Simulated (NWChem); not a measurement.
System: PbH$_{2}$O$_{2}$, singlet; SMILES [OH][Pb][OH]

```xyz
5

Pb     0.2721     0.0332     0.0000
O     -1.3084     1.4061     0.0000
H     -2.1408     0.9120     0.0000
O     -1.1213    -1.5558     0.0000
H     -0.7306    -2.4375     0.0000
```
Atoms are numbered in this order, from 1.

Results from NWChem. Low-valent species are run as closed-shell singlets; no triplet was tried in these runs. All runs use the structure optimised with PBE0/def2-SVP. def2 effective core potentials on Pb; no spin-orbit coupling.

For level PW91/def2-SVP:

| Item | Result |
|---|---|
| highest occupied level (eV) | -6.00 |

Q: How do the values read with level BLYP/def2-SVP instead?

A: 
- highest occupied level (eV): -5.80
